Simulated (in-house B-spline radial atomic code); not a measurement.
Ionising Nb VI (Nb5+) with different functionals

Computed with an all-electron radial atomic-structure program (B-spline basis): scalar-relativistic (spin-free X2C) Hamiltonian, Fermi nucleus of rms radius 4.324 fm, spin-polarised at highest spin, spherical fractional occupations for the functionals, and exact exchange of hybrids averaged over the configuration. The ionisation energy is the difference of two self-consistent energies, [Ar] 3d10 4s2 4p6 → [Ar] 3d10 4s2 4p5, without Breit or QED terms; ε is the level of the shell that loses the electron (its least bound occupied spin orbital). There is no spin-orbit coupling in this Hamiltonian.

| method | rung | ΔSCF (eV) | -ε(4p) (eV) |
| --- | --- | --- | --- |
| PBE0 | global hybrid | 102.63 | 96.45 |
| B3LYP | global hybrid | 102.59 | 95.93 |
| TPSSh | global hybrid | 102.74 | 95.22 |
| BHandHLYP | global hybrid | 102.56 | 98.67 |
| r2SCAN0 | global hybrid | 103.07 | 96.97 |
| B97-1 | global hybrid | 102.57 | 96.02 |
| HSE06 | range-separated hybrid | 102.57 | 95.98 |
| wB97X | range-separated hybrid | 102.38 | 98.92 |
| CAM-B3LYP | range-separated hybrid | 102.55 | 97.87 |
| LC-wPBE | range-separated hybrid | 102.55 | 99.30 |

(1) Among the functionals, which spreads more, the ΔSCF values or the orbital energies?

(2) How do they compare with the NIST value?

Answers

(1) The orbital energies: ΔSCF values span about 0.68 eV and the orbital energies 4.08 eV; here energy differences depend much less on the functional than eigenvalues do.

(2) NIST lists 102.07 eV ± 0.006 (semi-empirical, ground level to ground level). Errors run from +0.32 to +1.00 eV; wB97X is closest (+0.32 eV), but part of that can be cancellation, since the calculations leave out spin-orbit coupling, Breit-QED terms, multiplet and fine-structure energies.
